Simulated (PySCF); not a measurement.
**How the method changes the constants of BBr**

State: ¹Σ⁺ (singlet), closed shell. Set-up: basis B def2-TZVPP, Br def2-TZVPP; no relativity; PySCF 2.14. De refers to B + Br in their high-spin ground configurations, without counterpoise correction. A positive dipole means B(−)Br(+).

| Level | Re (Å) | ωe (cm⁻¹) | De (eV) | μ (D) |
| --- | --- | --- | --- | --- |
| RHF | 1.902 | 685 | 3.05 | 1.21 |
| RHF-MP2 | 1.881 | 710 | 4.62 | n/a |
| RHF-SCS-MP2 | 1.887 | 702 | 4.44 | n/a |
| RHF-CCSD | 1.895 | 694 | 4.27 | n/a |
| RHF-CCSD(T) | 1.897 | 691 | 4.46 | n/a |
| PBE | 1.909 | 661 | 4.80 | 1.54 |
| r²SCAN | 1.901 | 672 | 4.63 | 1.54 |
| TPSSh | 1.903 | 671 | 4.48 | 1.47 |
| PBE0 | 1.894 | 685 | 4.58 | 1.50 |
| r²SCAN0 | 1.891 | 688 | 4.43 | 1.48 |
| M06 | 1.893 | 684 | 4.43 | 1.49 |
| ωB97M-V | 1.890 | 689 | 4.58 | 1.42 |
| B2PLYP | 1.894 | 683 | 4.47 | 1.39 |

(1) Which functional lies closest to RHF-CCSD(T) in De, which farthest, and by how much do they differ from it?

(2) What does a quarter of exact exchange do here, going from PBE to PBE0?

(3) What does a quarter of exact exchange do here, going from r²SCAN to r²SCAN0?

Correlated steps freeze 10 core orbitals. Where the molecule has an RHF reference, its open-shell atoms are computed with UHF. B2PLYP dipoles, levels and charges come from its SCF part alone.

The whole job (state search and all levels along the bond) took about 5.9 min on 1 thread of Intel Xeon Platinum 8175M @ 2.50GHz (shared host), peak memory 1.6 GiB.

Answers

(1) Closest is B2PLYP (-0.3 pm in Re, -1.2 % in ωe, +0.01 eV in De against RHF-CCSD(T) in the same basis), farthest PBE (+1.2 pm in Re, -4.3 % in ωe, +0.34 eV in De). CCSD(T) converges more slowly with the basis than the functionals do and binds too weakly in this one, so the order can change at the basis-set limit.

(2) PBE0 less PBE: -1.5 pm in Re, +3.6 % in ωe, -0.22 eV in De. Exact exchange removes part of the self-interaction that spreads semilocal densities, and in most molecules shortens and stiffens the bond and lowers De; so it does here.

(3) r²SCAN0 less r²SCAN: -1.0 pm in Re, +2.4 % in ωe, -0.20 eV in De. Exact exchange removes part of the self-interaction that spreads semilocal densities, and in most molecules shortens and stiffens the bond and lowers De; so it does here.
